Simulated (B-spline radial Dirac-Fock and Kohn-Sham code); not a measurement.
Scattering functions of I⁷⁺

System: the I⁷⁺ ion in the configuration [Kr] 4d9 5s1 (an excited configuration).

The run's input, task.json:

```json
{"items": [{
  "Z": 53,
  "q": 7,
  "cfg": [[1, 0, 2], [2, 0, 2], [2, 1, 6], [3, 0, 2], [3, 1, 6], [3, 2, 10], [4, 0, 2], [4, 1, 6], [4, 2, 9], [5, 0, 1]],
  "A": 127,
  "rrms": 4.75,
  "do": ["scatter"],
  "s": [0.0, 0.05, 0.1, 0.15, 0.2, 0.25, 0.3, 0.35, 0.4, 0.45, 0.5, 0.6, 0.7, 0.8, 0.9, 1.0, 1.1, 1.2, 1.4, 1.6, 1.8, 2.0, 2.5, 3.0, 3.5, 4.0, 5.0, 6.0],
  "pz": [0, 0.1, 0.2, 0.3, 0.4, 0.5, 0.6, 0.8, 1.0, 1.2, 1.4, 1.6, 1.8, 2.0, 2.5, 3.0, 4.0, 5.0, 7.0, 10.0, 15.0, 20.0, 30.0, 40.0, 60.0, 100.0],
  "hv_scatter": [2000, 8047.8, 17479.3, 30000, 50000, 100000, 200000, 500000]
}]}
```

Run with: `python xray_run.py task.json out`

Model: relativistic Hartree-Fock (Dirac-Fock) wave functions, averaged over the configuration. Program: an atomic code on a B-spline grid. f₀ is the Fourier transform of the spherical electron density, S the Waller-Hartree incoherent function, and s = sin θ/λ.

```tsv
s (Å⁻¹)	f₀	S
0	46.000	0.000
0.05	45.662	0.361
0.1	44.685	1.348
0.15	43.165	2.735
0.2	41.239	4.297
0.25	39.055	5.893
0.3	36.750	7.464
0.35	34.436	8.994
0.4	32.196	10.474
0.45	30.088	11.895
0.5	28.147	13.255
0.6	24.817	15.803
0.7	22.204	18.162
0.8	20.188	20.334
0.9	18.606	22.280
1	17.302	23.982
1.1	16.155	25.454
1.2	15.089	26.734
1.4	13.070	28.884
1.6	11.198	30.681
1.8	9.563	32.239
2	8.230	33.605
2.5	6.142	36.340
3	5.133	38.352
3.5	4.478	39.874
4	3.890	41.047
5	2.826	42.648
6	2.065	43.589
```

f₀ starts at the number of electrons, 46, and has fallen to half at s ≈ 0.67 Å⁻¹. The sum of ⟨r²⟩ over the electrons is 18.48 bohr².

Values without a named source are computed, but for edge energies of neutral atoms, which are taken from tables.
